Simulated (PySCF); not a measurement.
A geometry optimisation on `[SiH3]CCCBr`.

Computed with PBE0-D3(BJ)/def2-SVP geometry optimisation, gas phase (PySCF 2.14.0). Start geometry: GFN2-xTB. The input is one job of a driver script: a line of settings, then coordinates in Å.

Command:
```bash
OMP_NUM_THREADS=1 python probes_run.py task.json out
```

Input:
```
{"job": {"xc": "PBE0", "basis": "def2-SVP", "d3": "d3bj", "grid": 1, "shake": 0.01, "kind": "geom"}, "charge": 0, "multiplicity": 1}
Si    -2.146940    -0.214960    -0.494620
C     -0.281130    -0.110550    -0.711820
C      0.438660     0.100200     0.601950
C      1.990050     0.166100     0.373970
Br     2.927270     0.422760     2.041690
H     -2.498480    -1.304480     0.381640
H     -2.755010    -0.390200    -1.818210
H     -2.617120     1.073290     0.082380
H      0.081910    -1.021350    -1.155540
H     -0.019120     0.703460    -1.382940
H      0.222130    -0.719360     1.306290
H      0.131630     1.032530     1.086610
H      2.200530     1.009590    -0.276840
H      2.318470    -0.762100    -0.042330
```

Question: Give the output.

Answer: 
```
step   0  E = -2982.33013638  max force = 0.041451
step   1  E = -2982.33547597  max force = 0.004711
step   2  E = -2982.33568578  max force = 0.001131
step   3  E = -2982.33570883  max force = 0.000583
step   4  E = -2982.33571612  max force = 0.000444
optimisation converged
```

Energies in Eh; «max force» is the largest Cartesian gradient component in Eh/bohr.

Question: Give the first gradient maximum in eV/Å.

Answer: With 1 Eh/bohr = 51.422 eV/Å, 2.131 eV/Å.

Question: How much energy does the optimisation release, in eV?

Answer: E(step 0) − E(last step) = 0.005580 Eh, which is 0.152 eV.

Summary of the converged run: final energy -2982.33572 Eh after 4 steps; dipole 1.82 D.

The run took 71 s wall on an Arm Neoverse N1 with one thread, shared host with 64 logical CPUs at a one-minute load of 61, and the process peaked at 0.55 GiB of memory.
Labels such as C1 count atoms from 1, the log's own numbers from 0.
